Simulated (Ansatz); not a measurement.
`BrB1C[SiH2]1` + HCl → `ClB1C[SiH2]1` + HBr at 298.15 K and 1 bar (ligand exchange at a B–Br bond).

Isolated molecules relaxed with PBE0-D4/def2-TZVP in Ansatz; ΔE leaves out vibrations. CCSD(T)/CBS is the MP2 limit (def2-TZVPP, def2-QZVPP) plus CCSD(T) − MP2 in def2-TZVPP, frozen cores. This one scheme is used for every species. For Br outer-core shells are correlated without core-valence functions, which leaves a few kJ/mol of doubt a bond. Scalar relativity is left out up to krypton.

```json
{"species": "`BrB1C[SiH2]1`", "CCSD(T)/CBS energy (Eh)": "-2927.62200", "H − E (kJ/mol)": "138.6", "S (J/(mol·K))": "322.8"}
{"species": "HCl", "CCSD(T)/CBS energy (Eh)": "-460.38127", "H − E (kJ/mol)": "26.6", "S (J/(mol·K))": "186.8"}
{"species": "`ClB1C[SiH2]1`", "CCSD(T)/CBS energy (Eh)": "-814.08481", "H − E (kJ/mol)": "139.3", "S (J/(mol·K))": "311.5"}
{"species": "HBr", "CCSD(T)/CBS energy (Eh)": "-2573.91920", "H − E (kJ/mol)": "24.6", "S (J/(mol·K))": "198.6"}
```

H − E and S are ideal-gas, rigid-rotor, harmonic terms from PBE0-D4/def2-TZVP, for one conformer and one mirror image of each species. 1 Eh = 2625.50 kJ/mol, R = 8.31446 J/(mol·K).

**Question.** By hand: ΔE, ΔH, ΔS and ΔG.

**Answer.** ΔE = (-814.08481) + (-2573.91920) − (-2927.62200) − (-460.38127) = -0.00074 Eh = -1.9 kJ/mol. Δ(H − E) = 139.3 + 24.6 − 138.6 − 26.6 = -1.3, so ΔH = -3.2 kJ/mol. ΔS = 311.5 + 198.6 − 322.8 − 186.8 = 0.5 J/(mol·K). ΔG = -3.2 − 298.15 × (0.5)/1000 = -3.3 kJ/mol.

**Question.** By hand: the equilibrium constant, and the temperature at which ΔG would vanish if ΔH and ΔS stayed fixed.

**Answer.** log₁₀ K = −ΔG/(RT ln 10) = 0.6. ΔH and −TΔS have one sign here, so there is no such temperature.

The number of gas molecules stays the same, so ΔS is small and ΔH decides. The sign of ΔG lies within the doubt. A doubt of 5 kJ/mol in ΔE shifts log₁₀ K by 0.9 here. Other conformers and mirror images would add mixing entropy, several J/(mol·K) or more a flexible species. These are equilibria of isolated gas molecules and say nothing of rates. Largest T1 diagnostic: 0.013 (customary marks: 0.02 for closed shells, 0.045 for open ones).

ΔS is within the doubt of such terms, so its sign, and with it that verdict, could turn.
